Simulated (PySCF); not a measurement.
## What settings do to a single point of [Pb(H2O)2]2+

The sound run of [Pb(H2O)2]2+ (singlet) uses PySCF 2.14.0, RKS B3LYP, Pb def2-SVP with ECP60, O def2-SVP, H def2-SVP; non-relativistic Hamiltonian with scalar-relativistic core potentials where named; density fitting; no spin-orbit coupling, grid (50, 194), threshold 1e-8 Eh and 55 cycles, at the relaxed geometry:

```xyz
7

Pb   -0.2936    1.4406    0.0132
O     0.1336   -0.2137    1.6619
H     0.6246   -0.0596    2.4963
H    -0.2509   -1.1112    1.7415
O    -0.0363   -0.1966   -1.6758
H     0.4488   -1.0458   -1.6316
H    -0.3324   -0.1028   -2.6055
```

There Pb1 has a Mulliken charge of 1.48 e and the dipole about the centre of mass is 5.34 D. Each run below changes one thing and starts from free metal ions and neutral atoms unless it says otherwise; with 55 cycles, smearing, a level shift and second-order steps follow where DIIS fails, and their cycles count. Energy shifts count from the sound run.

```json
{"change": "cycle limit 3", "outcome": "not converged", "cycles": "3", "energy shift (eV)": "–", "largest force component (eV/Å)": "–", "charge on Pb1 (e)": "–", "dipole about the centre of mass (D)": "–"}
{"change": "grid (40, 110)", "outcome": "converged", "cycles": "9", "energy shift (eV)": "0.0117", "largest force component (eV/Å)": "0.11", "charge on Pb1 (e)": "1.48", "dipole about the centre of mass (D)": "5.34"}
```

One further run converged with energy shift (eV) 0.30, largest force component (eV/Å) 1.91, charge on Pb1 (e) 1.50, dipole about the centre of mass (D) 5.15. Which change was it?
A. all coordinates × 1.05
B. spin (2S) set to 8, limit 63 cycles
C. threshold 1e-05

A.

And the other changes listed?


```
                             change    outcome  cycles  energy shift (eV)  largest force component (eV/Å)  charge on Pb1 (e)  dipole about the centre of mass (D)
spin (2S) set to 8, limit 63 cycles  converged      15              36.64                            7.57               0.11                                11.85
                    threshold 1e-05  converged       7             0.0000                            0.02               1.48                                 5.34
```

Unsound on purpose, so not properties of the compound: spin (2S) set to 8, limit 63 cycles.

Forces carry noise of the integration grid, about 0.01 to 0.03 eV/Å.
